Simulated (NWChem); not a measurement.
System: C₄H₄O₂; SMILES O=C1COC=C1

```xyz
10

O     -0.0444     2.0815     0.0000
C      0.0390     0.8665     0.0000
C      1.2090    -0.0112     0.0000
C      0.7513    -1.2815     0.0000
O     -0.5910    -1.4322     0.0000
C     -1.1584    -0.1046     0.0000
H      2.2409     0.3083     0.0000
H      1.2989    -2.2175     0.0000
H     -1.7804     0.0101    -0.8925
H     -1.7804     0.0101     0.8925
```
Atoms are numbered in this order, from 1.

All runs: NWChem. Pople sets run with spherical d functions. All runs use the structure optimised with B3LYP/6-31G* (spherical d). Vzz is the largest principal value of the second derivative of the potential at the nucleus (NWChem prints the opposite sign); η is the asymmetry. Non-relativistic.

```json
[
 {"level": "PBE0/6-31G*", "Vzz O1 (a.u.)": "-1.728", "η O1": "0.14", "Vzz O5 (a.u.)": "1.523", "η O5": "0.75"},
 {"level": "PBE0/def2-SVP", "Vzz O1 (a.u.)": "-1.765", "η O1": "0.20", "Vzz O5 (a.u.)": "1.570", "η O5": "0.71"},
 {"level": "Hartree-Fock/cc-pVTZ", "Vzz O1 (a.u.)": "-1.899", "η O1": "0.25", "Vzz O5 (a.u.)": "1.758", "η O5": "0.80"},
 {"level": "Hartree-Fock/def2-TZVP", "Vzz O1 (a.u.)": "-1.906", "η O1": "0.25", "Vzz O5 (a.u.)": "1.765", "η O5": "0.80"}
]
```
